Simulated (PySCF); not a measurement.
A side-by-side comparison of computed properties.

First species: C₅H₁₅NSi₂.
SMILES: `CC[C@@H]1C[C@H]1N([SiH3])[SiH3]`

Second species: C7H13ClSi.
Cartesian coordinates in Å at the GFN2-xTB level; atoms count from 1:
```
atom  x, y, z in Å
C1     1.7451   -0.9387    1.7861
C2     1.6563   -0.3773    0.5865
C3     2.0608   -1.1224   -0.6509
Si4    0.9951    1.3807    0.3442
Cl5    1.4337    2.5035    1.9786
C6    -0.9041    1.3767    0.1438
C7    -1.3830    0.6095   -1.0655
C8    -2.7615    0.0196   -1.0740
C9    -1.5618   -0.8752   -0.9846
H10    2.1075   -1.9469    1.9219
H11    1.4708   -0.4118    2.6849
H12    2.2990   -2.1593   -0.4245
H13    1.2619   -1.0952   -1.3885
H14    2.9370   -0.6523   -1.0953
H15    1.6432    2.0136   -0.8091
H16   -1.2629    2.4071    0.0762
H17   -1.3635    0.9472    1.0371
H18   -1.0179    1.0077   -2.0052
H19   -3.3266    0.0309   -1.9935
H20   -3.3706    0.1396   -0.1908
H21   -1.3568   -1.3580   -0.0411
H22   -1.3119   -1.4794   -1.8438
```

Levels: PBE0/pcSseg-1 for dipole moment, HOMO energy, LUMO energy and HOMO–LUMO gap; GFN2-xTB for rotational constant A and rotational constant C. Geometries: GFN2-xTB. Each structure is a single optimised conformer of the isolated species, non-relativistic unless stated. Electronic properties by PySCF.

The conformers computed, where there is a choice (atom-mapped SMILES and torsion angles):
- `[CH3:1][CH2:2][C@@H:3]1[CH2:4][C@H:5]1[N:6]([SiH3:7])[SiH3:8]`: C1–C2–C3–C4 154°, C4–C5–N6–Si7 151°
- `[CH2:1]=[C:2]([CH3:3])[Si@H:4]([Cl:5])[CH2:6][CH:7]1[CH2:8][CH2:9]1`: C1–C2–Si4–Cl5 31°, C2–Si4–C6–C7 -62°, Si4–C6–C7–C8 154°

Problem. Which of the two has the higher LUMO energy, and by how much?

Solution. The first: 0.49 eV against -0.32 eV, a difference of 0.81 eV.

Problem. Which of the two has the higher HOMO energy, and by how much?

Solution. The first: -6.61 eV against -7.44 eV, a difference of 0.83 eV.

Problem. Which of the two has the higher rotational constant A, and by how much?

Solution. The first: 2.011 GHz against 1.464 GHz, a difference of 0.547 GHz.

Problem. Which has the higher dipole moment?

Solution. The second: 2.20 D against 0.85 D, a difference of 1.35 D.

Problem. Which of the two has the higher rotational constant C, and by how much?

Solution. The first: 0.688 GHz against 0.585 GHz, a difference of 0.103 GHz.

On the first: In atomic units the dipole is 0.34 e·bohr (1 au = 2.5417 D).

On the second: A dipole of 2.20 D is allowed in C1, and pure rotational transitions are dipole-allowed. The dipole equals about 7.3 × 10⁻³⁰ C·m (1 D = 3.33564 × 10⁻³⁰ C·m).
